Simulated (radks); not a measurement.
Values are calculated unless marked as measured or tabulated.
Problem. The mean radii <r> (bohr) of the occupied orbitals of an atom or ion are listed with their occupations. Code: a radial shooting solver on a logarithmic mesh with Libxc functionals. Model: scalar-relativistic Kohn-Sham, r2SCAN, spin-unpolarised, spherical densities, finite nucleus; meta-GGA in the generalised Kohn-Sham scheme; Fermi nuclear charge, rms radius of each element as measured or else 0.836 A^(1/3) + 0.57 fm.

orbital  occ.      <r>
1s          2  0.02112
2s          2  0.08975
2p          6  0.07946
3s          2   0.2342
3p          6   0.2332
3d         10   0.2122
4s          2   0.5288
4p          6   0.5594
4d         10   0.6046
5s          2    1.236
5p          5    1.394
4f          8   0.7511
6d          1    4.091

Name the element and its charge.

Solution. Z = 66, dysprosium, charge +4: Dy4+ in [Kr] 4d10 4f8 5s2 5p5 6d1. The 1s radius gives Z: for a bare nucleus <r> = (2 gamma + 1)/(2Z) with gamma = sqrt(1 - (Z/c)^2), 0.02085 bohr for Z = 66, and screening makes it slightly larger (0.02112 here). The occupations add up to 62, and the charge is Z minus that.
